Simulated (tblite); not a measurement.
Compound: C5H10O3S.
Numbering: `[CH3:1][O:2][C@@H:3]1[CH2:4][CH2:5][S:6](=[O:7])(=[O:8])[CH2:9]1` (hydrogens: H10, H11, H12 on C1; H13 on C3; H14, H15 on C4; H16, H17 on C5; H18, H19 on C9)

Structure optimised with GFN2-xTB, isolated species.

Q: Give the optimised bond lengths and angles.

A: 
```
          bond  length (bohr)   order
         C1–O2          2.656  single
         O2–C3          2.666  single
         C3–C4          2.906  single
         C4–C5          2.856  single
         C5–S6          3.446  single
         S6=O7          2.718  double
         S6=O8          2.712  double
         S6–C9          3.467  single
         C3–C9          2.880  single
        C1–H10          2.073  single
C1–H11, C1–H12          2.062  single
        C3–H13          2.084  single
        C4–H14          2.061  single
        C4–H15          2.059  single
        C5–H16          2.048  single
        C5–H17          2.049  single
        C9–H18          2.050  single
        C9–H19          2.049  single
```

Bonds in one row agree within 0.02 bohr and their mean is given. Orders are formal, as drawn. A selection of angles:
```
     angle  degrees
 O2–C1–H10    111.1
 O2–C1–H11    106.0
H10–C1–H11    109.4
  C1–O2–C3    115.0
  O2–C3–C4    106.8
  O2–C3–C9    112.5
 O2–C3–H13    109.5
  C4–C3–C9    106.9
 C4–C3–H13    110.4
 C9–C3–H13    110.7
  C3–C4–C5    106.7
 C3–C4–H14    109.3
 C3–C4–H15    109.5
 C5–C4–H14    110.0
 C5–C4–H15    111.9
H14–C4–H15    109.4
  C4–C5–S6    101.5
 C4–C5–H16    114.0
 C4–C5–H17    112.2
 S6–C5–H16    109.1
 S6–C5–H17    107.5
H16–C5–H17    111.8
  C5–S6–O7    109.6
  C5–S6–O8    111.7
  C5–S6–C9     96.9
  O7–S6–O8    117.2
  O7–S6–C9    108.6
  O8–S6–C9    111.0
 S6–C9–H18    107.6
 S6–C9–H19    107.8
  C3–C9–S6    103.9
 C3–C9–H18    112.7
 C3–C9–H19    113.3
H18–C9–H19    111.0
```

Dihedral angles: C1–O2–C3–C4 -163° (antiperiplanar); O2–C3–C4–C5 -68° (synclinal); C3–C4–C5–S6 -45° (synclinal); C4–C5–S6–O7 -89° (synclinal); C5–S6–C9–C3 5° (synperiplanar); O2–C3–C9–S6 85° (synclinal).

S6 (sulfonyl sulfur) has angles from 96.9° to 117.2°. The 5-membered ring C3–C4–C5–S6–C9 has internal angles of 96.9° to 106.9°; it is puckered, 0.21 Å rms from its mean plane, widest ring torsion 53°. The C–C distances run from 1.511 Å (C4–C5, drawn single) to 1.538 Å (C3–C4, drawn single), a spread of 0.027 Å. Of the pairs four or more bonds apart, H12···H19 is among the closest relative to their van der Waals radii: 2.26 Å, 94 % of the sum of Bondi's values.

Point group: C1 (no symmetry element, even within 0.4 Å). Its GFN2-xTB frequencies are all real (lowest 35 cm⁻¹). The numbers are those of one conformer.

These are computed values.
